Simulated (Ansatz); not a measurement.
Isolated molecules relaxed with PBE0-D4/def2-TZVP in Ansatz; ΔE leaves out vibrations. CCSD(T)/CBS is the MP2 limit (def2-TZVPP, def2-QZVPP) plus CCSD(T) − MP2 in def2-TZVPP, frozen cores. This one scheme is used for every species. Functionals use def2-TZVPP. B3LYP here is the variant with VWN-RPA as its local correlation; programs differ in this. One conformer a species, not always the lowest.

`NC([SiH3])N[SiH3]` → `NCN[SiH3]` + `[SiH2]`  (silylene formation by 1,1-elimination)

`NC([SiH3])N[SiH3]`:

```xyz
15

N     1.673   -1.040    0.730
C     0.650   -0.009    0.572
Si   -1.066   -0.666    1.099
N     0.711    0.468   -0.787
Si   -0.541    1.234   -1.680
H     1.798   -1.293    1.703
H     1.426   -1.875    0.212
H     0.914    0.783    1.293
H    -0.906   -1.102    2.513
H    -2.164    0.339    1.039
H    -1.419   -1.847    0.265
H     1.667    0.664   -1.055
H    -1.729    0.340   -1.724
H    -0.004    1.460   -3.046
H    -1.007    2.544   -1.134
```

`NCN[SiH3]`:

Z-matrix (Å, degrees):
```
C
N 1 1.437
N 1 1.448 2 109.5
H 1 1.100 2 112.6 3 -118.9
H 1 1.103 2 107.1 3 124.4
Si 2 1.714 1 124.6 3 -146.0
H 2 1.009 1 112.5 3 53.2
H 3 1.012 1 111.2 2 -172.8
H 3 1.013 1 110.4 2 66.9
H 6 1.495 2 115.5 1 -69.6
H 6 1.489 2 108.6 1 50.2
H 6 1.486 2 107.4 1 170.2
```

`[SiH2]`:

Z-matrix (Å, degrees):
```
Si
H 1 1.525
H 1 1.525 2 91.2
```

```
             level  ΔE (eV)  difference from CCSD(T)/CBS
            PBE-D4     2.25                         0.10
         r2SCAN-D4     2.37                         0.22
           PBE0-D4     2.29                         0.14
          B3LYP-D4     2.13                        -0.02
           ωB97X-V     2.26                         0.11
           ωB97M-V     2.12                        -0.03
            B2PLYP     2.05                        -0.10
               PBE     2.12                        -0.03
            r2SCAN     2.34                         0.19
              PBE0     2.17                         0.02
             B3LYP     1.91                        -0.24
     HF/def2-TZVPP     1.77                        -0.38
    MP2/def2-TZVPP     2.28                         0.13
SCS-MP2/def2-TZVPP     2.13                        -0.02
   CCSD/def2-TZVPP     2.00                        -0.15
CCSD(T)/def2-TZVPP     2.08                        -0.07
     HF/def2-QZVPP     1.78                        -0.37
    MP2/def2-QZVPP     2.33                         0.18
SCS-MP2/def2-QZVPP     2.18                         0.03
      HF/CBS(def2)     1.78                        -0.37
     MP2/CBS(def2)     2.36                         0.21
    CCSD/CBS(def2)     2.08                        -0.07
       CCSD(T)/CBS     2.15                            0
```

Largest T1 diagnostic among the species: 0.014.

The D4 term adds +0.21 eV with B3LYP and +0.12 eV with PBE0; it sums over pairs of atoms, weighted by their polarisabilities, and B3LYP, whose exchange is more repulsive, gets the larger term. In def2-TZVPP, CCSD(T) changes the Hartree–Fock value by +0.31 eV (the triples alone add +0.08 eV) and MP2 by +0.51 eV.
